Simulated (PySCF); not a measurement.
Compound: C6H6F2.
Cartesian coordinates in Å at the PBE0-D3(BJ)/def2-SVP level; atoms count from 1:
```
atom  x, y, z in Å
F1     0.526    2.622   -0.361
C2     0.215    1.341   -0.157
C3    -0.920    0.990    0.444
C4    -1.285   -0.439    0.666
C5    -0.276   -1.403    0.140
C6     0.852   -1.031   -0.471
C7     1.247    0.396   -0.672
F8     2.453    0.638   -0.028
H9    -1.605    1.777    0.769
H10   -2.272   -0.648    0.210
H11   -1.440   -0.628    1.745
H12   -0.490   -2.469    0.271
H13    1.565   -1.778   -0.832
H14    1.429    0.611   -1.742
```

The closed-shell ground state was solved at several levels (PySCF, density fitting, gas phase, non-relativistic).

```csv
level,basis functions,total energy (Eh),HOMO (eV),LUMO (eV),gap (eV),dipole (D)
B3LYP/pcSseg-1,166,-431.8562,-7.23,-0.48,6.75,3.22
B3LYP/pcJ-1,276,-431.9033,-7.22,-0.47,6.75,3.25
CAM-B3LYP/def2-SVPD,214,-431.4231,-8.86,0.76,9.62,3.47
```

**Question.** Estimate the row for PBE0/pcSseg-1, a basis of 166 functions; the other rows only guide the guess.

**Answer.** Total energy -431.3818 Eh, HOMO -7.45 eV, LUMO -0.27 eV, gap 7.18 eV, dipole 3.25 D.

**Question.** How far do the dipole and the HOMO energy spread over the levels?

**Answer.** The dipole runs from 3.22 to 3.47 D (mean 3.30 D) and the HOMO from -8.86 to -7.22 eV.
